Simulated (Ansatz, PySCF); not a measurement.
Noncovalent pair: CH3Cl (SMILES CCl) (first 5 atoms) with C2H6 (SMILES CC); geometry from B3LYP-D3(BJ)/def2-TZVP, rigid monomers moved along the line of their centres of mass till H4···H8 is 2.38 Å.
(charge 0, multiplicity 1):
```xyz
13

C     -0.6717    -0.9111     0.8401
Cl    -0.8430     0.8742     0.7990
H     -0.5880    -1.2688    -0.1815
H      0.2218    -1.1551     1.4063
H     -1.5509    -1.3272     1.3220
C      0.6817     0.3640     4.0617
C     -0.6684    -0.3338     4.1968
H      1.0040     0.4086     3.0200
H      1.4566    -0.1529     4.6316
H      0.6320     1.3914     4.4268
H     -1.4333     0.1761     3.6089
H     -1.0037    -0.3525     5.2357
H     -0.6184    -1.3692     3.8521
```

Monomers are frozen at their geometry in the pair; levels with a basis set take the counterpoise correction.

Frozen-core correlation.

Codes used: Ansatz (Gaussian orbitals); PySCF for the dispersion terms. Each number belongs to the level named beside it.

PBE/def2-TZVPPD gives 27.2 meV for the interaction energy.

How do the other levels lie against it? Give each less PBE: PBE-D3(BJ)/def2-TZVPPD, r2SCAN/def2-TZVPPD, B3LYP/def2-TZVPPD, wB97M-V/def2-TZVPPD, MP2/aug-cc-pV(D+d)Z, CCSD(T)/aug-cc-pV(D+d)Z.

PBE-D3(BJ)/def2-TZVPPD -78.7; r2SCAN/def2-TZVPPD -43.9; B3LYP/def2-TZVPPD 46.3; wB97M-V/def2-TZVPPD -78.2; MP2/aug-cc-pV(D+d)Z -63.3; CCSD(T)/aug-cc-pV(D+d)Z -55.6 meV. 1 of 6 lie above PBE; the widest gap is to PBE-D3(BJ)/def2-TZVPPD.

Ansatz is a program for electronic structure.
